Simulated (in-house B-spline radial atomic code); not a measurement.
Response and correlation of Ba III (Ba2+)

Closed shell [Kr] 4d10 5s2 5p6. Computed with a B-spline radial code for spherical atoms: Dirac-Hartree-Fock, relativistic RPA (time-dependent Dirac-Hartree-Fock) for the response and second-order many-body perturbation theory for correlation, no-pair Dirac-Coulomb Hamiltonian, finite nucleus, speed of light scaled by 100 (non-relativistic limit).

Command:
```bash
python run_mb.py task.json out
```
Settings (nuclear radius in fm, box in bohr, cutoff in hartree):
```
basis_form          2
Z                   56
core_configuration  [Kr] 4d10 5s2 5p6
rms_radius          4.8378
mass_number         138
speed_of_light      13703.59991
box_radius          18.686
lmax                7
intervals           64
virtual_cutoff      78400.0
```

Cost of the run: 13 s on 1 thread of Arm Neoverse V2 (shared host).

| multipole (bohr³, bohr⁵, bohr⁷) | uncoupled | coupled RPA |
| --- | --- | --- |
| dipole | 12.124 | 10.919 |
| quadrupole | 40.94 | 49.735 |
| octupole | 328.19 | ? |

**Question.** What is the coupled octupole polarisability?

**Answer.** 448.05 atomic units, +37 % against the uncoupled value.

**Question.** Which subshells carry the dipole polarisability?

**Answer.** 5p3/2 65.3 %, 5p1/2 32.7 %, 5s1/2 0.9 %.

**Question.** What does the dipole shielding factor come to?

**Answer.** The dipole shielding factor is 0.964, against the exact N/Z = 54/56 = 0.964 of the non-relativistic theorem.

Dipole polarisability at imaginary frequency:

| u (Eh) | α(iu) (bohr³) |
| --- | --- |
| 0 | 10.92 |
| 0.26 | 9.974 |
| 0.779 | 6.064 |
| 1.56 | 2.866 |
| 2.6 | 1.453 |
| 5.2 | 0.5418 |
| 10.4 | 0.1831 |
| 26 | 0.04082 |

**Question.** What dispersion coefficients follow for two such ions (the dispersion part alone)?

**Answer.** C6 = (3/π)∫α(iu)²du = 80.97 hartree·bohr⁶ and C8 = 1992 hartree·bohr⁸.

Lowest J = 1 odd-parity excitations:

| energy (eV) | oscillator strength | leading channel | weight |
| --- | --- | --- | --- |
| 16.052 | 1.94e-10 | 5p3/2 → d3/2 | 0.529 |
| 18.268 | 2.21e-09 | 5p1/2 → d3/2 | 0.5 |
| 19.804 | 2.73e-08 | 5p1/2 → s1/2 | 0.658 |
| 20.275 | 0.789 | 5p3/2 → s1/2 | 0.663 |
| 21.684 | 4.72 | 5p3/2 → d5/2 | 0.59 |
| 27.024 | 1.37e-09 | 5p3/2 → d3/2 | 0.529 |
| 27.488 | 9.57e-08 | 5p1/2 → s1/2 | 0.662 |
| 27.52 | 2.96e-08 | 5p1/2 → d3/2 | 0.5 |

Second-order correlation energy by the highest angular momentum of the excited pair (hartree): s -0.02267, p -0.2235, d -0.7649, f -1.336, g -0.4276, h -0.1863, i -0.08519, k -0.04355.

**Question.** What is the second-order correlation energy at the partial-wave limit?

**Answer.** The listed waves sum to -3.0897 hartree; extrapolating the increments as (l + 1/2)⁻⁴ gives -3.1787 hartree, -1.6 eV per electron.
